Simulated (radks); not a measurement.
Removal energies from the terbium ion Tb5+, [Xe] 4f(5/2: 6, 7/2: 0), by Delta-SCF beside the eigenvalue of the level emptied. Method: Dirac Kohn-Sham, relativistic LDA (MacDonald-Vosko exchange, VWN5 correlation), spin-unpolarised, spherical densities, finite nucleus; Fermi nuclear charge, rms radius of each element as measured or else 0.836 A^(1/3) + 0.57 fm; computed with a radial shooting solver on a logarithmic mesh with Libxc functionals. Sub-shells are occupied by j as written (lower j first in brackets).

| removed from | final configuration | Delta-SCF (eV) | -eigenvalue (eV) |
|---|---|---|---|
| 4f5/2 | [Xe] 4f(5/2: 5, 7/2: 0) | 89.617 | 77.553 |
| 5p3/2 | [Kr] 4d10 4f(5/2: 6, 7/2: 0) 5s2 5p(1/2: 2, 3/2: 3) | 90.963 | 83.315 |
| 5p1/2 | [Kr] 4d10 4f(5/2: 6, 7/2: 0) 5s2 5p(1/2: 1, 3/2: 4) | 97.149 | 89.179 |
| 5s1/2 | [Kr] 4d10 4f(5/2: 6, 7/2: 0) 5s1 5p6 | 119.41 | 110.92 |
